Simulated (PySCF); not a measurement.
NMR data simulated for an unnamed compound:

¹H NMR (400 MHz, computed): δ 6.73 (m, 1H), 5.73 (m, 2H), 5.54 (d, 1H), 2.10 (s, 3H), 1.09 (m, 2H).

¹³C{¹H} NMR (computed): δ 195.8 (C), 155.8 (CH), 113.3 (CH), 34.3 (CH3).

- geometry from GFN2-xTB
- PBE0/pcSseg-1 with gauge-including orbitals
- program: PySCF 2.14
- averaged over atoms made equivalent by symmetry, fast rotation or ring inversion, gas phase, single conformer, no relativistic terms

Shifts are taken against calculated references (same method and geometry level): TMS for ¹H, ¹³C.

Which of these does the molecule contain: a non-aromatic C=C double bond, a carboxylic acid, an aldehyde, a ketone, a Si–H bond, a heteroaromatic ring?

Results:


- A non-aromatic C=C double bond: yes.
- A carboxylic acid: no.
- An aldehyde: no.
- A ketone: yes (δC 195.8).
- A Si–H bond: yes (δH 5.73 (m)).
- A heteroaromatic ring: no.

The data belong to `CC(=O)/C=C\O[SiH2]P`, C$_{4}$H$_{9}$O$_{2}$PSi; they needn't prove each group on their own.

Carbon signals by region: 1 in the far downfield region (above 160 ppm), 2 in the sp2 and nitrile region (100–160 ppm), 1 below 50 ppm. Above 160 ppm: 195.8, ketone carbonyl carbon.

Splittings by ³¹P in the carbon and heteronuclear signals aren't shown, as no couplings were computed. Shifts are as computed. Against solution values, carbons near 30 ppm lie about +3 ppm off and those near 130 ppm about +5 ppm. Of 1309 compounds with measured shifts, 239 miss one by over three times the rms of a fit or turn the order of signals round; such compounds aren't used in these exercises. Multiplicities follow the n + 1 count of equivalent neighbours, as no J values were calculated; m marks all less simple cases, F and P coupling included.
